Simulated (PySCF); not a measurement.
# A small calculation by hand: oscillator strength and radiative lifetime

C₂H₈O₂Si₂, SMILES O[C@H]1[SiH2]CO[SiH2]1.

The structure is a stationary point at B3LYP-D3(BJ)/def2-SVP. The structure was generated by enumeration; whether it is a known compound was not checked. Other conformers were not sampled.

PySCF 2.14.0 with TDDFT-PBE/def2-SVPD puts the first singlet state with f over 0.02 at 5.44 eV (vertical), with the transition dipole (0.461, -0.368, 0.133) in atomic units.

Q: Find the oscillator strength, the wavelength and the radiative lifetime that this transition would have in vacuum if emission retraced absorption.

A: 
|μ|² = 0.3656 au, so |μ| = 1.54 D. ΔE = 5.44/27.211 = 0.1999 hartree. f = (2/3) ΔE |μ|² = 0.049 (the program prints 0.049).
λ = 1239.84/5.44 = 228 nm; ν = 43877 cm⁻¹.
Einstein's coefficient A = 0.6670 ν² f s⁻¹ (ν in cm⁻¹) = 6.3e7 s⁻¹, so τ = 1/A = 16 ns. This state is S3; the lower singlets have f = 0.010, 0.014. The figure is the radiative limit of this one transition; relaxation, internal conversion, crossing to triplets and a medium change what is measured.
